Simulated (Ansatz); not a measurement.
Consider the formal loss of a carbene: `CC[SiH2]SC` → `[CH2]` (triplet) + `CC[SiH2]S`.

Program: Ansatz. Geometries: PBE0-D4/def2-TZVP. ΔE: electronic, gas phase. CBS: MP2 limit from def2 TZ/QZ plus the TZ coupled-cluster correction, frozen cores. This one scheme is used for every species. DFT in def2-TZVPP. B3LYP here is the variant with VWN-RPA as its local correlation; programs differ in this. Triplets are unrestricted, without spin–orbit coupling. Each species was taken in one conformer, which may not be the lowest.

`CC[SiH2]SC`:

Cartesian coordinates in Å:
```
C -1.906 -0.286 -0.731
C -0.696 -1.094 -0.277
Si 0.943 -0.412 -0.878
S 1.280 1.600 -0.259
C 1.344 1.354 1.539
H -2.839 -0.710 -0.351
H -1.978 -0.257 -1.822
H -1.842 0.749 -0.386
H -0.763 -2.130 -0.633
H -0.663 -1.159 0.816
H 0.981 -0.356 -2.363
H 2.049 -1.278 -0.377
H 2.105 0.621 1.808
H 1.611 2.314 1.981
H 0.376 1.045 1.933
```

`[CH2]` (triplet):

Z-matrix (Å, degrees):
```
C
H 1 1.079
H 1 1.079 2 134.9
```

`CC[SiH2]S`:

Z-matrix (Å, degrees):
```
C
C 1 1.527
H 1 1.093 2 111.4
H 1 1.093 2 111.5 3 120.0
H 1 1.093 2 111.4 3 -120.0
Si 2 1.871 1 112.8 3 -60.7
H 2 1.095 1 111.0 3 60.6
H 2 1.096 1 110.5 3 178.1
S 6 2.143 2 113.0 1 178.5
H 6 1.489 2 109.5 1 -58.0
H 6 1.486 2 111.0 1 62.3
H 9 1.344 6 94.7 2 64.1
```

Is it downhill or uphill in electronic energy at CCSD(T)/CBS, and by how much? (An estimate is asked.)

The calculation gave: Uphill: ΔE = +4.39 eV.

What do these levels give: r2SCAN-D4, PBE0-D4, B3LYP-D4, CCSD(T)/def2-TZVPP, MP2/def2-QZVPP, MP2/CBS(def2)? (Best estimate.)

Ansatz gave: r2SCAN-D4 4.16, PBE0-D4 4.38, B3LYP-D4 4.33, CCSD(T)/def2-TZVPP 4.25, MP2/def2-QZVPP 4.48, MP2/CBS(def2) 4.54 eV.

Largest T1 diagnostic among the species: 0.011.

From PBE to PBE0 (25 % exact exchange), in def2-TZVPP and without D4, ΔE moves by −0.09 eV. The D4 term adds +0.15 eV with B3LYP and +0.08 eV with PBE0; it sums over pairs of atoms, weighted by their polarisabilities, and B3LYP, whose exchange is more repulsive, gets the larger term. In def2-TZVPP, CCSD(T) changes the Hartree–Fock value by +1.44 eV (the triples alone add +0.13 eV) and MP2 by +1.60 eV.
